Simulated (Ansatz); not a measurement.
The cluster Zn2O⁺, relaxed as a doublet with UKS PBE-D4/def2-TZVP in Ansatz, starting from the GFN1-xTB geometry. Force threshold 0.02 eV/Å.

The structure comes from a short search, and lower isomers may exist.

Start:

```xyz
3

Zn   -0.7585    0.5666   -0.9556
Zn    0.4205    0.0938    1.2747
O     0.3380   -0.6604   -0.3190
```

```csv
step,energy (eV),largest force component (eV/Å),SCF passes
1,-98862.1342,1.704,21
2,-98862.2674,0.938,25
3,-98862.4235,0.472,30
4,-98862.5255,0.253,30
5,-98862.5584,0.394,28
6,-98862.5674,0.065,24
7,-98862.5685,0.003,23
```

Force components are those of the run's own axes.

End:

```xyz
3

Zn   -0.863    0.473   -1.401
Zn    0.699   -0.154    1.554
O     0.163   -0.318   -0.154
```

By distances, no bond broke or formed, bridged metal pairs apart. The bond that changes most is Zn1–O3, from 1.76 to 1.80 Å (atoms count from 1). Metal–metal contacts that move far: Zn1–Zn2 2.57 to 3.40 Å. The end is the same structure that another start reached, the lowest one found.

No frequencies were taken in this run, so the end may be a saddle point.

Hardware: 4 threads of Arm Neoverse N1 on a shared host. Wall time 14 s.
